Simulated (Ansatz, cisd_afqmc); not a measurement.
Species: GeNH$_{5}$, charge 0, singlet. GeNH5 (SMILES [NH2][GeH3]).
B3LYP-D3(BJ)/def2-TZVP minimum from Ansatz (a program for electronic structure):
```xyz
7

Ge    -0.3608     0.0367     0.0268
N      1.4733    -0.1252    -0.1966
H     -1.0149    -0.9240    -0.9788
H     -0.7169     1.4983    -0.2885
H     -0.8670    -0.3066     1.4499
H      1.8192    -1.0659    -0.0557
H      2.0117     0.4993     0.3904
```

Atomisation energy term by term, kcal/mol (programs: Ansatz, cisd_afqmc). Radicals and triplets start from unrestricted determinants; spin-orbit coupling is neglected. Correlated methods leave the cores frozen (noble-gas shells, and filled d and f shells in the p block). No relativity. AFQMC/CISD: phaseless, guided by CISD from CCSD amplitudes; bars are statistical, one sigma. Outlying blocks are dropped, and bars are widened where a walk drifts. Over all cases where full CI ran beside it in this data, AFQMC minus full CI had a median of +0.1 mEh and passed +0.4 mEh in a tenth of the cases. CBS(X,Y): correlation extrapolated as X^-3, Hartree-Fock from the larger set (Q,5: extrapolated as (X+1)exp(-9√X)). A bracket is a step between two methods taken in the basis named. For partners of very few electrons the exact lower level stands in for a higher one.

```
term                               basis  kcal/mol
------------------  --------------------  --------
Hartree-Fock        CBS(cc-pVQZ,cc-pV5Z)    333.60
CCSD correlation    CBS(cc-pVQZ,cc-pV5Z)    138.58
(T)                 CBS(cc-pVQZ,cc-pV5Z)      6.08
CCSDT(Q) - CCSD(T)               cc-pVTZ      0.18
sum: De                                      478.4
```

The step beyond CCSD(T) by other levels: AFQMC/CISD in cc-pVDZ 0.25 ± 0.25; CCSDT(Q) in cc-pVDZ 0.51 kcal/mol.
